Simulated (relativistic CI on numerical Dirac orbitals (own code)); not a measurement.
**d2 in a ligand field**

Computed with a parametric ligand-field model of a d^n configuration (Racah B and C, spin-orbit zeta, crystal field), exact diagonalisation.

Field parameters in Wybourne normalisation: Td as Oh with Dq negative (B⁴₀ = 21Dq, B⁴₄ = √(5/14) B⁴₀). The field is a parameter set, without covalency.

B = 630 cm⁻¹, C = 2950 cm⁻¹ (C/B = 4.68), Td, no spin-orbit coupling. Tanabe-Sugano data, E/B above the lowest term (Δ = |10Dq|; b, c mark the second and third term of a kind):

```
 Δ/B   3A2    3T2    3T1     1E    1T2    1A1
 1.0  0.00   1.00   1.79  15.09  15.76  22.14
 1.9  0.00   1.90   3.39  15.55  16.97  22.79
 2.8  0.00   2.79   4.94  15.88  18.11  23.38
 3.7  0.00   3.70   6.49  16.12  19.23  23.95
 4.6  0.00   4.60   8.01  16.30  20.31  24.48
 5.5  0.00   5.49   9.49  16.44  21.36  24.96
 6.4  0.00   6.40  10.96  16.54  22.39  25.42
 7.3  0.00   7.30  12.39  16.63  23.41  25.85
 8.2  0.00   8.21  13.80  16.70  24.41  26.25
 9.1  0.00   9.10  15.14  16.76  25.39  26.61
10.0  0.00  10.00  16.48  16.81  26.37  26.95
10.9  0.00  10.90  17.78  16.85  27.34  27.28
11.8  0.00  11.79  19.03  16.89  28.28  27.57
12.7  0.00  12.70  20.27  16.92  29.24  27.85
13.6  0.00  13.60  21.48  16.95  30.19  28.12
14.5  0.00  14.51  22.66  16.97  31.13  28.36
15.4  0.00  15.40  23.80  16.99  32.06  28.59
16.3  0.00  16.30  24.93  17.01  33.00  28.80
17.2  0.00  17.21  26.04  17.03  33.93  29.01
18.1  0.00  18.10  27.11  17.05  34.85  29.20
19.0  0.00  19.00  28.19  17.06  35.78  29.38
19.9  0.00  19.90  29.25  17.07  36.71  29.55
20.8  0.00  20.79  30.28  17.09  37.62  29.70
21.7  0.00  21.70  31.31  17.10  38.55  29.85
```

The ground term stays 3A2.
